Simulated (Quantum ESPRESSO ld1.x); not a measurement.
Problem. Pt54+, configuration [Ne] 3s2 3p5.5 3d6 4s0.5 (fractional occupations, a model configuration). Calculated with ld1.x of Quantum ESPRESSO 7.5: scalar-relativistic Kohn-Sham, LDA (Slater exchange, VWN5 correlation), spin-polarised, spherical densities, point nucleus; open shells are filled with parallel spins first. Some entries of the table are withheld. Estimate them.

orbital  occ.  eigenvalue (hartree)  r(max) (bohr)
1s up       1              -3008.65        0.01062
1s down     1              -3008.52        0.01062
2s up       1              -631.560        0.06113
2s down     1              -630.738        0.06110
2p up       3              -564.663        0.05046
2p down     3              -563.957        0.05043
3s up       1              -232.698         0.1686
3s down     1              -231.697         0.1687
3p up       3              -213.054         0.1666
3p down   2.5              -212.051         0.1667
3d up       5              -194.073         0.1338
3d down     1              -192.901         0.1339
4s up     0.5              -118.413         0.3464
4s down     0              -117.822         0.3468
4p up       0              -110.691         0.3536
4p down     0              -110.106         0.3541
5s up       0              -71.5872            (1)
5s down     0              -71.3082            (2)

Solution. 
(1) 5s up r(max) (bohr): 0.5946
(2) 5s down r(max) (bohr): 0.5963
